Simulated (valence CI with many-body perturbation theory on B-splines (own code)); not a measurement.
# E1 transitions of Pr X

Level of theory: valence CI with perturbative core correlation (CI+MBPT): four valence electrons over a frozen Dirac-Fock core [Kr] 4d10, radial functions for each j: 7 s, 7 p, 7 d, 7 f, 4 g, 2 h, with the one-electron correlation potential Σ1 (screened to all orders), the two-electron term Σ2, the three-electron term Σ3, Breit, model QED; selected single and double excitations, second order for the rest, scaled by the run's own slope (own B-spline code, finite nucleus).

No measured spectrum was set against this ion. As an estimate, terms of the open shell hold to a few per cent of their energy, and close levels can change places; configurations with another count of f electrons can be misplaced by thousands of cm⁻¹. Among the levels kept, up to 430 cm⁻¹ of a level comes from second order outside the variational space, and about a tenth of that is noise between levels of different J, which matters for small intervals.

Lines 51 to 100 of 537 in falling wavelength, among levels below 292950 cm⁻¹, chosen from the strongest by gf and those to the six lowest levels. Wavelengths and rates use the calculated energies, so an error of 2000 cm⁻¹ moves a line at 66.86 nm by 1.3 % and its rate by three times that or more. Electric multipoles are in the length gauge, E1 and E2 with the static RPA response of the core. Weak lines are less certain than strong ones. Lines between different terms over intervals too small for the method are left out, as are lines whose strength nearly cancels. Where a level lies close to another of its J and parity, the split of strength between their lines is uncertain. The highest levels of a list are the least certain.

Names give the largest LS component (configuration and term), which can be under half, so a name can repeat, a term be missing and a line seem to break the LS rules; names also repeat where a configuration has a term twice. Letters in brackets count levels of one name in rising energy.

```
λ vac (nm)                Upper               Lower   A (s⁻¹)  S (a.u.)
     66.86  4f 5s 5p2 3D°_3 [a]      4f 5s2 5p 3F_3  7.96e+07  8.22e-02
     66.25      4f2 5s 5p 1H°_5        4f2 5s2 1I_6  1.30e+08  2.06e-01
     66.24  4f2 5s 5p 3H°_6 [a]        4f2 5s2 1I_6  1.20e+08  2.23e-01
     65.57  4f 5s 5p2 3D°_3 [a]      4f 5s2 5p 3F_2  4.33e+07  4.21e-02
     65.17  4f2 5s 5p 3H°_6 [b]        4f2 5s2 1I_6  1.43e+08  2.55e-01
     65.02         5s 5p3 3D°_3  4f 5s2 5p 3D_2 [a]  1.64e+08  1.56e-01
     64.88  4f 5s 5p2 3F°_4 [a]      4f 5s2 5p 1F_3  1.63e+08  1.98e-01
     64.62  4f 5s 5p2 3D°_3 [a]      4f 5s2 5p 3G_3  4.98e+07  4.64e-02
     64.61  4f2 5s 5p 3G°_3 [b]        4f2 5s2 3F_4  1.24e+08  1.16e-01
     63.72  4f 5s 5p2 5G°_3 [b]      4f 5s2 5p 3F_3  4.98e+07  4.45e-02
     63.58  4f2 5s 5p 3I°_5 [b]        4f2 5s2 3H_6  1.24e+08  1.74e-01
     63.11      4f 5s 5p2 5D°_2        5s2 5p2 3P_1  9.54e+07  5.91e-02
     62.63         5s 5p3 3D°_1        5s2 5p2 3P_2  3.48e+08  1.27e-01
     62.55  4f 5s 5p2 5G°_3 [b]      4f 5s2 5p 3F_2  4.74e+07  4.01e-02
     62.16  4f2 5s 5p 3I°_5 [c]        4f2 5s2 3H_6  1.36e+08  1.78e-01
     61.83      4f 5s 5p2 3H°_6        4f2 5s2 3H_6  1.30e+08  1.97e-01
     61.10  4f2 5s 5p 3D°_1 [d]        4f2 5s2 3P_1  4.04e+08  1.36e-01
     60.81  4f 5s 5p2 3G°_3 [a]      4f 5s2 5p 3F_3  6.93e+07  5.38e-02
     60.69  4f 5s 5p2 3D°_3 [c]        4f2 5s2 1G_4  2.77e+08  2.14e-01
     60.37  4f 5s 5p2 3G°_4 [a]      4f 5s2 5p 3G_4  8.02e+07  7.84e-02
     60.03  4f2 5s 5p 5G°_6 [b]        4f2 5s2 3H_6  2.14e+08  2.97e-01
     59.81  4f2 5s 5p 3H°_5 [a]      4f 5s2 5p 3F_4  1.16e+08  1.35e-01
     59.74  4f 5s 5p2 3G°_3 [a]      4f 5s2 5p 3F_2  4.14e+07  3.05e-02
     59.70  4f 5s 5p2 3F°_2 [d]        4f2 5s2 3P_2  2.57e+08  1.35e-01
     59.64      4f2 5s 5p 3K°_7        4f2 5s2 1I_6  8.94e+07  1.40e-01
     59.50  4f 5s 5p2 3D°_2 [a]        5s2 5p2 3P_1  3.39e+08  1.76e-01
     59.41  4f 5s 5p2 3D°_3 [c]        4f2 5s2 3F_4  1.50e+08  1.09e-01
     59.37      4f 5s 5p2 1H°_5        4f2 5s2 3H_5  1.02e+08  1.16e-01
     58.96  4f 5s 5p2 3G°_3 [a]      4f 5s2 5p 3G_3  3.86e+07  2.73e-02
     58.87  4f 5s 5p2 3G°_5 [a]      4f 5s2 5p 3G_4  3.18e+07  3.53e-02
     58.60  4f2 5s 5p 3H°_6 [c]        4f2 5s2 1I_6  2.18e+08  2.82e-01
     58.42  4f 5s 5p2 3F°_4 [b]      4f 5s2 5p 3D_3  1.49e+08  1.32e-01
     58.37  4f 5s 5p2 3F°_2 [c]      4f 5s2 5p 3D_1  3.46e+08  1.70e-01
     58.37  4f2 5s 5p 3I°_6 [b]      4f 5s2 5p 3G_5  8.11e+07  1.03e-01
     58.06      4f 5s 5p2 5F°_2        5s2 5p2 3P_1  1.01e+08  4.88e-02
     57.82  4f 5s 5p2 3G°_3 [c]  4f 5s2 5p 3D_2 [a]  1.82e+08  1.22e-01
     57.81  4f2 5s 5p 3P°_1 [a]        4f2 5s2 3P_2  1.19e+09  3.39e-01
     57.68      4f 5s 5p2 5F°_3      4f 5s2 5p 3F_3  4.82e+07  3.20e-02
     57.60  4f2 5s 5p 3F°_4 [a]        4f2 5s2 1G_4  1.48e+08  1.26e-01
     57.59  4f2 5s 5p 3G°_4 [a]      4f 5s2 5p 3F_4  1.69e+08  1.43e-01
     57.53  4f2 5s 5p 3I°_5 [b]      4f 5s2 5p 3G_5  2.48e+08  2.56e-01
     57.45  4f2 5s 5p 3G°_3 [c]        4f2 5s2 3F_3  1.85e+08  1.21e-01
     57.04  4f2 5s 5p 3G°_3 [c]    4f2 5s2 3F_2 [b]  2.06e+08  1.32e-01
     57.00  4f2 5s 5p 3H°_5 [c]        4f2 5s2 1I_6  1.82e+08  1.83e-01
     56.81  4f2 5s 5p 3G°_3 [c]    4f2 5s2 3F_2 [a]  2.09e+08  1.32e-01
     56.75  4f2 5s 5p 3G°_5 [a]        4f2 5s2 3H_6  1.18e+08  1.17e-01
     56.72      4f 5s 5p2 1H°_5      4f 5s2 5p 1G_4  7.36e+08  7.29e-01
     56.65  4f2 5s 5p 3D°_3 [b]        4f2 5s2 3P_2  1.55e+08  9.74e-02
     56.37  4f2 5s 5p 3I°_5 [c]      4f 5s2 5p 3G_5  2.62e+08  2.55e-01
     56.27  4f2 5s 5p 3F°_4 [a]        4f2 5s2 3F_3  1.78e+08  1.41e-01
```
